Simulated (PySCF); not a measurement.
BH₅N, SMILES B[NH3+], charge +1. Atoms are numbered in the order given.

```xyz
7

B      0.9218    -0.0087     0.0000
N     -0.6333    -0.0076     0.0000
H      1.4314     0.0060     1.0659
H      1.4314     0.0060    -1.0659
H     -0.9596     0.9693     0.0000
H     -1.0394    -0.4422     0.8337
H     -1.0394    -0.4422    -0.8337
```
Charge +1, spin multiplicity 1.

Geometry: ωB97X-D3(BJ)/def2-TZVP. The isomer is the one that the SMILES or the coordinates give; other isomers of the formula were not compared.

Calculation: PySCF with PBE/pcJ-1.

Isotropic couplings with Fermi-contact, spin-dipole and both spin-orbit terms, one fixed conformer, no vibrational averaging. Isotopes: 11B, 14N, 1H.

```tsv
pair	bonds apart	J (Hz)
B1–N2	1	?
B1–H3	1	175.2
B1–H4	1	175.2
N2–H5	1	45.6
N2–H6	1	50.6
N2–H7	1	50.6
B1–H5	2	?
B1–H6	2	?
B1–H7	2	?
N2–H3	2	3.6
N2–H4	2	3.7
H3–H4	2	10.5
H5–H6	2	?
H5–H7	2	?
H6–H7	2	?
H3–H5	3	-1.1
H3–H6	3	4.8
H3–H7	3	9.8
H4–H5	3	-1.1
H4–H6	3	9.8
H4–H7	3	4.8
```

Task: Fill in the missing entries. (The exact figures need the calculation; the answer reports its results.)

Result: 
- B1–N2, J (Hz): 1.8
- B1–H5, J (Hz): -0.6
- B1–H6, J (Hz): -3.6
- B1–H7, J (Hz): -3.6
- H5–H6, J (Hz): -14.2
- H5–H7, J (Hz): -14.2
- H6–H7, J (Hz): -7.8
